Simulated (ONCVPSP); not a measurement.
Configuration tests for Ru (ONCV)

* Element: Ru
* Generator: ONCVPSP 4.0.1
* Type: optimised norm-conserving Vanderbilt (ONCV)
* Functional: PBEsol
* Relativity: scalar-relativistic
* Frozen core: [Ar] 3d10
* Valence charge: 16
* Reference configuration: 4s2 4p6 4d7 5s1
* Partial waves: 4s+5s: rc 1.55 bohr, ncon 4, nbas 7, qcut 10.2 1/bohr, 2 projectors; 4p: rc 1.45 bohr, ncon 4, nbas 9, qcut 11.5 1/bohr, 1 projector; 4d: rc 1.45 bohr, ncon 5, nbas 10, qcut 10.4 1/bohr, local
* Local potential: the d channel
* Core correction: Teter function, fcfact 1.75, rcfact 1.65

Energies are relative to the spin-unpolarised reference configuration 4s2 4p6 4d7 5s1; without spin polarisation the order of configurations can differ from experiment.

| valence configuration | charge | ΔE all-electron (eV) | error AE − PS (meV) |
| --- | --- | --- | --- |
| 4s2 4p6 4d7 5s0 | +1 | 7.300 | -1.5 |
| 4s2 4p6 4d6 5s0 | +2 | 25.484 | -1.2 |
| 4s1 4p6 4d7 5s1 | +1 | 82.638 | -59 |

What are ΔE and the potential's error for 4s2 4p6 4d5 5s0?

ΔE = 56.094 eV all-electron; the error (AE − PS) is +1.2 meV.
